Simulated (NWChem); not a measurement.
SiH$_{3}$O$_{3}$Cl; SMILES O[Si](O)(Cl)O

```xyz
8

O     -0.0368     1.5450    -0.9759
Si     0.0000     0.0000    -0.4360
O      1.3564    -0.7407    -0.9759
O     -1.3196    -0.8043    -0.9759
Cl     0.0000     0.0000     1.6353
H     -0.7650     2.1003    -0.6831
H      2.2014    -0.3877    -0.6831
H     -1.4364    -1.7127    -0.6831
```
Atoms are numbered in this order, from 1.

Program: NWChem. Coordinates come from a PBE0/def2-SVP optimisation. Level: M06-2X/def2-SVP with SMD (1 M gas to 1 M solution), gas-phase geometry. Reactions with the solvent are ignored.

```json
[
 {"solvent": "water", "dielectric constant": "78.4", "solvation free energy (kcal/mol)": "-12.9", "cavity-dispersion-structure term (kcal/mol)": "2.3", "dipole in solution (D)": "0.88"},
 {"solvent": "cyclohexanone", "dielectric constant": "15.6", "solvation free energy (kcal/mol)": "-8.5", "cavity-dispersion-structure term (kcal/mol)": "-2.4", "dipole in solution (D)": "0.63"},
 {"solvent": "1,4-dioxane", "dielectric constant": "2.21", "solvation free energy (kcal/mol)": "-6.1", "cavity-dispersion-structure term (kcal/mol)": "-2.6", "dipole in solution (D)": "0.61"},
 {"solvent": "ethylene glycol", "dielectric constant": "40.2", "solvation free energy (kcal/mol)": "-11.7", "cavity-dispersion-structure term (kcal/mol)": "3.3", "dipole in solution (D)": "0.88"}
]
```
